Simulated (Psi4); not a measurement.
Pair of molecules, SMILES CN with SMILES C[SiH3] (the first has 7 atoms); geometry from B3LYP-D3(BJ)/def2-TZVP, rigid monomers moved along the line of their centres of mass till H6···Si9 is 3.70 Å.
(charge 0, multiplicity 1):
```csv
atom,x (Å),y (Å),z (Å)
C,-0.9787,0.2707,0.0891
N,0.4280,0.1575,0.4703
H,-1.2348,-0.5492,-0.5836
H,-1.1271,1.2007,-0.4617
H,-1.6881,0.2560,0.9270
H,0.5962,-0.7062,0.9716
H,0.6962,0.9170,1.0842
C,1.5339,-0.2059,4.6984
Si,-0.3273,-0.0785,4.4983
H,1.8068,-1.1437,5.1857
H,1.9137,0.6139,5.3109
H,2.0424,-0.1681,3.7336
H,-0.8465,-1.1959,3.6731
H,-0.7009,1.1972,3.8412
H,-0.9912,-0.1313,5.8237
```

These are SAPT0/jun-cc-pV(D+d)Z (Psi4) values and carry that method's errors.

Task: Give the four SAPT terms and the total, and say what mostly holds the pair together.

Result: electrostatics -0.23, exchange 0.66, induction -0.08, dispersion -0.93, total -0.59 kcal/mol; the largest attraction is dispersion.
